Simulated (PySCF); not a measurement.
**Pb⁶⁷⁺: ionisation energy**

Pb⁶⁷⁺ [Ne] 3s2 3p3 [3p1/2^2 3p3/2^1, M_J = 3/2] → Pb⁶⁸⁺ [Ne] 3s2 3p2 [3p1/2^2, M_J = 0], as a difference of total energies. All numbers are calculated (PySCF 2.14, the two-component X2C-1e Hamiltonian, in an even-tempered Gaussian basis (17 s from 23 bohr⁻², ratio 2.4; 14 p from 30 bohr⁻², ratio 2.4; 4 d from 100 bohr⁻², ratio 2.6; 4 f from 150 bohr⁻², ratio 2.6)). Correlated levels: 1s2 frozen; the 46 highest virtual spinors dropped. "Screened" scales the spin-orbit matrix elements by Boettger's factors to mimic the two-electron term; Breit and QED terms are absent.

```tsv
method	ionisation energy (eV)
GHF (spin-free)	7981.2
GMP2 (spin-free)	7981.8
GHF (screened spin-orbit)	7792.9
GMP2 (screened spin-orbit)	7793.6
```

Breit and QED terms and the two-electron picture change are absent.

The spin-free rows relax to the high-spin LS determinant and lack the spin-orbit shift.

The labels give the starting determinants; with spin-orbit coupling the two ends relaxed to ⟨J²⟩ = 3.75, ⟨L²⟩ = 2.64, ⟨S²⟩ = 1.49 and ⟨J²⟩ = 0.00, ⟨L²⟩ = 1.36, ⟨S²⟩ = 1.36.

For comparison: 7790 ± 40 eV (theoretical estimate listed by NIST; NIST Atomic Spectra Database, ionization energies).
